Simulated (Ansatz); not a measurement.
System: sum formula H4SiO3, charge 0, multiplicity 1. 
Coordinates optimised at B3LYP-D3(BJ)/def2-TZVP (Ansatz, an electronic-structure program):
```xyz
8

O      0.4966     1.5128    -0.0600
Si    -0.1600     0.0575     0.2913
O      0.9302    -1.1724     0.3848
O     -1.1860    -0.3739    -0.9101
H      0.8173     1.6628    -0.9537
H     -0.8291     0.2598     1.5841
H      1.5897    -1.1489     1.0823
H     -1.2646    -1.3107    -1.1072
```
Charge 0, spin multiplicity 1.

Quantity: vertical triplet-singlet gap (E(triplet) - E(singlet); each state is the SCF solution reached for its spin), in kcal/mol. Valence correlation only, unless marked. Open shells are spin-unrestricted. Spin-orbit coupling is left out. No relativistic terms. CBS(X,Y): correlation extrapolated as X^-3; Hartree-Fock from the larger set. [CCSD(T)-MP2]/basis is that difference in the basis named.

| level | program | vertical triplet-singlet gap (kcal/mol) |
|---|---|---|
| HF/aug-cc-pV(T+d)Z | Ansatz | 159.2 |
| SVWN5/def2-TZVPD | Ansatz | 160.9 |
| BHLYP/def2-TZVPD | Ansatz | 181.2 |
| CAM-B3LYP/def2-TZVPD | Ansatz | 183.3 |
| B2PLYP/def2-TZVPD | Ansatz | 183.3 |
| MP2/aug-cc-pV(T+d)Z | Ansatz | 193.3 |
| RI-MP2/CBS(aug-cc-pV(T+d)Z,aug-cc-pV(Q+d)Z)+[CCSD(T)-MP2]/aug-cc-pV(T+d)Z | Ansatz | 187.1 |
